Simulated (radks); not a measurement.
Ionisation ladder of caesium, from Cs XLI to Cs XLIII. Each ion is in the ground configuration listed by NIST, and IE = E(next ion) - E(this ion). Method: scalar-relativistic Kohn-Sham, PBEsol, spin-polarised, spherical densities, finite nucleus; open shells are filled with parallel spins first (spin-orbit coupling, left out, can overturn this in heavy ions); Fermi nuclear charge, rms radius 4.8041 fm; computed with a radial shooting solver on a logarithmic mesh with Libxc functionals.

species   configuration  IE, Delta-SCF (eV)  -e(HOMO) (eV)   HOMO
Cs XLI     [Ne] 3s2 3p3              2985.5         2943.6  3p up
Cs XLII    [Ne] 3s2 3p2                   ?         3029.2  3p up
Cs XLIII   [Ne] 3s2 3p1              3155.0         3114.1  3p up

Estimate the withheld Delta-SCF values.

Answer. Cs XLII: 3070.9 eV (NIST 3118).
